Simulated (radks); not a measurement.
Species: the samarium ion Sm37+. Configuration: [Ar] 3d6 4p1 (not the ground configuration).

Method: Dirac Kohn-Sham, PBE, spin-unpolarised, spherical densities, point nucleus; open shells fill j = l - 1/2 first; computed with a radial shooting solver on a logarithmic mesh with Libxc functionals.

Energy parts (eV):
| part | energy |
|---|---|
| total | -257475.59 |
| kinetic | 281267.72 |
| electron-nucleus | -583595.89 |
| Hartree | 49546.78 |
| exchange-correlation | -4694.20 |

Orbitals (lengths in bohr, moments of r in powers of bohr; <r^-3> diverges for s and p1/2):
1s1/2: occ. 2; eigenvalue (eV) -48438.15; <r^4> 1.316e-06; <1/r> 68.84; <r> 0.02274
2s1/2: occ. 2; eigenvalue (eV) -9381.697; <r^4> 0.0002063; <1/r> 16.43; <r> 0.09606
2p1/2: occ. 2; eigenvalue (eV) -8996.276; <r^4> 0.0001280; <1/r> 16.39; <r> 0.08036
2p3/2: occ. 4; eigenvalue (eV) -8388.425; <r^4> 0.0001644; <1/r> 14.62; <r^-3> 8965; <r> 0.08689
3s1/2: occ. 2; eigenvalue (eV) -3248.435; <r^4> 0.006884; <1/r> 6.246; <r> 0.2442
3p1/2: occ. 2; eigenvalue (eV) -3090.876; <r^4> 0.006101; <1/r> 6.170; <r> 0.2327
3p3/2: occ. 4; eigenvalue (eV) -2954.150; <r^4> 0.007234; <1/r> 5.719; <r^-3> 2087; <r> 0.2437
3d3/2: occ. 4; eigenvalue (eV) -2698.180; <r^4> 0.004812; <1/r> 5.598; <r^-3> 355.9; <r> 0.2134
3d5/2: occ. 2; eigenvalue (eV) -2667.108; <r^4> 0.005069; <1/r> 5.485; <r^-3> 319.4; <r> 0.2168
4p1/2: occ. 1; eigenvalue (eV) -1534.855; <r^4> 0.09286; <1/r> 3.051; <r> 0.4768
4p3/2: occ. 0; eigenvalue (eV) -1488.295; <r^4> 0.1049; <1/r> 2.895; <r^-3> 722.2; <r> 0.4923

The highest occupied level is 4p1/2 at -1534.9 eV. Summed over all electrons, <r^2> = 1.191 bohr^2, which gives a Langevin (diamagnetic) susceptibility term of -0.943 x 10^-6 cm^3/mol.
